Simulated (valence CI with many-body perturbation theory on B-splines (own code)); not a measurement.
**E1 line list for Er¹⁸⁺**

Computed by configuration interaction combined with many-body perturbation theory (CI+MBPT): four valence electrons over a frozen Dirac-Fock core [Kr] 4d10, a basis of 7 s, 7 p, 7 d, 7 f, 4 g, 2 h functions for each j, with the one-electron correlation potential Σ1 (screened to all orders), the two-electron term Σ2, the three-electron term Σ3, Breit, model QED; selected single and double excitations, second order for the rest, scaled by the run's own slope (own B-spline code, finite nucleus).

No measured spectrum was set against this ion. As an estimate, terms of the open shell hold to a few per cent of their energy, and close levels can change places.

Lines 101 to 150 of 368 in falling wavelength, among levels below 66.135 eV, chosen from the strongest by gf and those to the six lowest levels. Wavelengths and rates use the calculated energies, so an error of 2000 cm⁻¹ moves a line at 44.44 nm by 0.89 % and its rate by three times that or more. Electric multipoles are in the length gauge, E1 and E2 with the static RPA response of the core. Weak lines are less certain than strong ones. Lines between different terms over intervals too small for the method are left out, as are lines whose strength nearly cancels. Where a level lies close to another of its J and parity, the split of strength between their lines is uncertain. The highest levels of a list are the least certain.

Names give the largest LS component (configuration and term), which can be under half, so a name can repeat, a term be missing and a line seem to break the LS rules; names also repeat where a configuration has a term twice. Letters in brackets count levels of one name in rising energy.

| λ vac (nm) | Upper | Lower | A (s⁻¹) | log gf | Branch % |
| --- | --- | --- | --- | --- | --- |
| 44.44 | 4f3 5p 3H_4 | 4f3 5s 5F°_5 | 2.90e+06 | -3.11 | 0.0 |
| 44.34 | 4f3 5s 1F°_3 [b] | 4f4 1G_4 [e] | 7.10e+04 | -4.83 | 2.7 |
| 44.31 | 4f3 5p 5K_6 | 4f3 5s 3H°_6 [a] | 2.95e+04 | -4.95 | 0.0 |
| 44.30 | 4f3 5s 3I°_5 [b] | 4f4 3H_6 [b] | 5.38e+04 | -4.76 | 15.7 |
| 44.12 | 4f3 5s 3G°_3 [b] | 4f4 1G_4 [a] | 6.39e+04 | -4.88 | 13.0 |
| 44.11 | 4f3 5p 3H_4 | 4f3 5s 5G°_3 | 7.91e+04 | -4.68 | 0.0 |
| 44.04 | 4f3 5p 5K_5 | 4f3 5s 3G°_5 [a] | 1.57e+06 | -3.30 | 0.0 |
| 43.97 | 4f3 5p 5K_5 | 4f3 5s 3H°_4 [a] | 2.70e+07 | -2.07 | 0.3 |
| 43.96 | 4f3 5s 3G°_4 [b] | 4f4 3H_5 [b] | 1.41e+05 | -4.44 | 26.7 |
| 43.93 | 4f3 5s 1H°_5 [b] | 4f4 3I_6 [b] | 4.33e+04 | -4.86 | 10.5 |
| 43.80 | 4f3 5s 3L°_9 | 4f4 3K_8 [c] | 8.52e+04 | -4.33 | 28.4 |
| 43.68 | 4f3 5p 5I_5 | 4f3 5s 3H°_6 [a] | 4.63e+06 | -2.84 | 0.1 |
| 43.58 | 4f3 5p 5K_6 | 4f3 5s 5F°_5 | 9.30e+06 | -2.46 | 0.1 |
| 43.54 | 4f3 5p 5I_5 | 4f3 5s 5G°_4 | 2.48e+07 | -2.11 | 0.3 |
| 43.51 | 4f3 5s 1F°_3 [a] | 4f4 1F_3 | 1.09e+05 | -4.66 | 12.5 |
| 43.49 | 4f3 5s 3G°_5 [c] | 4f4 3H_6 [b] | 1.02e+05 | -4.50 | 22.3 |
| 43.36 | 4f3 5p 5K_7 | 4f3 5s 3K°_7 | 4.17e+07 | -1.75 | 0.5 |
| 43.34 | 4f3 5p 5K_5 | 4f3 5s 3I°_6 [a] | 2.64e+06 | -3.09 | 0.0 |
| 43.24 | 4f3 5p 5H_6 | 4f3 5s 5G°_5 | 5.41e+07 | -1.71 | 0.6 |
| 43.14 | 4f3 5p 5H_6 | 4f3 5s 1H°_5 [a] | 5.35e+06 | -2.71 | 0.1 |
| 43.08 | 4f3 5p 5H_6 | 4f3 5s 3K°_7 | 1.05e+06 | -3.42 | 0.0 |
| 42.97 | 4f3 5p 5I_5 | 4f3 5s 5F°_5 | 1.23e+06 | -3.43 | 0.0 |
| 42.96 | 4f3 5p 5K_6 | 4f3 5s 3I°_7 [a] | 7.40e+06 | -2.57 | 0.1 |
| 42.87 | 4f3 5s 5F°_1 | 4f4 5G_2 | 1.28e+05 | -4.98 | 70.3 |
| 42.74 | 4f3 5p 5H_6 | 4f3 5s 3K°_6 | 9.63e+06 | -2.47 | 0.1 |
| 42.65 | 4f3 5p 3H_4 | 4f3 5s 3G°_5 [a] | 3.26e+07 | -2.10 | 0.4 |
| 42.60 | 4f3 5s 1L°_8 | 4f4 3K_8 [c] | 1.11e+05 | -4.29 | 31.9 |
| 42.58 | 4f3 5p 3H_4 | 4f3 5s 3H°_4 [a] | 6.32e+06 | -2.81 | 0.1 |
| 42.52 | 4f3 5p 3H_4 | 4f3 5s 5F°_3 | 2.82e+06 | -3.16 | 0.0 |
| 42.30 | 4f3 5p 5K_7 | 4f3 5s 3H°_6 [a] | 2.47e+07 | -2.00 | 0.3 |
| 42.22 | 4f3 5s 3H°_4 [b] | 4f4 3G_4 [b] | 5.51e+04 | -4.88 | 12.0 |
| 42.03 | 4f3 5p 5H_6 | 4f3 5s 3H°_6 [a] | 8.55e+05 | -3.53 | 0.0 |
| 41.96 | 4f3 5p 5I_5 | 4f3 5s 5F°_4 | 2.07e+07 | -2.22 | 0.2 |
| 41.94 | 4f3 5s 1G°_4 [a] | 4f4 1G_4 [a] | 6.66e+04 | -4.80 | 23.4 |
| 41.85 | 4f3 5p 5K_6 | 4f3 5s 3G°_5 [a] | 3.61e+07 | -1.91 | 0.4 |
| 41.75 | 4f3 5s 3F°_4 [a] | 4f4 3F_4 [a] | 5.36e+04 | -4.90 | 25.7 |
| 41.75 | 4f3 5s 5I°_7 | 4f4 5I_8 | 4.16e+01 | -7.79 | 2.8 |
| 41.56 | 4f3 5s 3D°_1 [b] | 4f4 3F_2 [b] | 1.33e+05 | -4.99 | 21.1 |
| 41.55 | 4f3 5s 3G°_5 [d] | 4f4 3G_5 [c] | 6.28e+04 | -4.75 | 7.0 |
| 41.46 | 4f3 5s 3G°_5 [c] | 4f4 1I_6 [a] | 4.78e+04 | -4.87 | 10.4 |
| 41.38 | 4f3 5p 5H_6 | 4f3 5s 5F°_5 | 2.03e+06 | -3.17 | 0.0 |
| 41.34 | 4f3 5p 5K_5 | 4f3 5s 3I°_5 [a] | 7.90e+08 | -0.65 | 9.2 |
| 41.29 | 4f3 5p 5I_5 | 4f3 5s 3G°_5 [a] | 2.05e+07 | -2.24 | 0.2 |
| 41.22 | 4f3 5p 5I_5 | 4f3 5s 3H°_4 [a] | 1.26e+08 | -1.45 | 1.4 |
| 41.22 | 4f3 5p 5K_6 | 4f3 5s 3I°_6 [a] | 2.34e+08 | -1.11 | 2.7 |
| 41.18 | 4f3 5s 5F°_1 | 4f4 5F_1 | 7.92e+02 | -7.22 | 0.4 |
| 41.07 | 4f3 5p 5K_7 | 4f3 5s 3I°_7 [a] | 2.22e+07 | -2.07 | 0.2 |
| 40.92 | 4f3 5s 3G°_4 [c] | 4f4 3G_4 [c] | 7.67e+04 | -4.76 | 10.5 |
| 40.83 | 4f3 5s 5I°_7 | 4f4 5I_7 | 1.13e+02 | -7.37 | 7.7 |
| 40.81 | 4f3 5p 5H_6 | 4f3 5s 3I°_7 [a] | 3.90e+08 | -0.90 | 4.3 |
